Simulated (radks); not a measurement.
Q: These are the eigenvalues of the occupied orbitals of an atom or ion with whole-number occupations (eV). Method: Dirac Kohn-Sham, BLYP, spin-unpolarised, spherical densities, finite nucleus; Fermi nuclear charge, rms radius of each element as measured or else 0.836 A^(1/3) + 0.57 fm; computed with a radial shooting solver on a logarithmic mesh with Libxc functionals.

| orbital | eigenvalue |
|---|---|
| 1s1/2 | -98612.98 |
| 2s1/2 | -23643.13 |
| 2p1/2 | -23204.75 |
| 2p3/2 | -20746.83 |

Which element is it, and in what charge state? The configuration may be excited. Open shells, if any, fill j = l - 1/2 first.

A: Z = 83, bismuth, charge +75: Bi75+ in [He] 2s2 2p4. The list shows which subshells hold electrons but not how many an open one holds; the 1s level, -3624 hartree, gives Z - s = 85.1 by -(Z - s)^2/2, which with screening and relativity narrows Z to a few neighbours, and the depths of the outer levels then fix element, charge and occupations together.
